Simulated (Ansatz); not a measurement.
`NC[O][GaH2]`, charge 0, multiplicity 1.

(1) Give a relaxed structure at PBE0-D4/def2-TZVP (Ansatz). (An estimate is asked.)

Answers

(1) The calculation gave: 
```xyz
10

N     0.689    0.846   -1.501
C     0.811   -0.019   -0.373
O    -0.372   -0.729   -0.061
Ga   -1.208   -0.632    1.512
H     0.392    0.325   -2.317
H     0.001    1.570   -1.332
H     1.145    0.582    0.484
H     1.592   -0.755   -0.593
H    -2.477   -1.525    1.619
H    -0.573    0.337    2.564
```
This is one stationary point; other conformers may exist.
